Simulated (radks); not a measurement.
Numerical settings for neutral platinum, [Xe] 4f14 5d9 6s1. Calculated with a radial shooting solver on a logarithmic mesh with Libxc functionals: scalar-relativistic Kohn-Sham, BLYP, spin-polarised, spherical densities, finite nucleus; open shells are filled with parallel spins first (spin-orbit coupling, left out, can overturn this in heavy ions); Fermi nuclear charge, rms radius 5.427 fm. The defaults (mesh step 0.008 in ln r, mesh end at 40 bohr or more with all orbitals vanishing there, Anderson mixing 0.5 over 9 steps, residual threshold near 1e-9 with the energy settled to 1e-9 hartree or 1e-11 of itself, here a cap of 87 iterations) give E = -18410.692 hartree and 5d at -5.568 eV in 16 iterations. Run on one thread of a shared host, so times are rough (Arm Neoverse V1): 0.32 s of CPU time, 0.32 s wall, 16 iterations on 2440 mesh points. Changes against that run (0 stands for a change within the tolerance of the run):

setting                     iterations  converged  E (mhartree)  e(5d) (meV)  CPU (s)
mesh step in ln r 0.08               8         no      diverged            -     0.06
mesh step in ln r 0.03              15        yes      +0.00578            0      0.1
mesh step in ln r 0.05              15        yes        +0.118     -0.00816     0.07
mesh end (bohr) 20                  16        yes             0            0     0.31
mesh end (bohr) 8                   16        yes         +1.55        +90.1      0.3
residual threshold 0.1              11        yes             0       -0.257     0.25
residual threshold 1e-05            11        yes             0       -0.257     0.25
mixing 0.01                         50        yes             0            0     0.82
linear mixing, mixing 0.8           87         no     +1.39e+05    -4.77e+05      3.8
linear mixing, mixing 0.05          87         no         -2.47        -51.4      1.6
mixing history 2                    30        yes             0            0     0.52
iteration cap 3                      3         no         +1.81         +598     0.09

Settings that end as converged yet miss the energy by more than 1 mhartree: mesh end (bohr) 8 (+0.00155 hartree). A mesh that ends early acts as a hard wall.
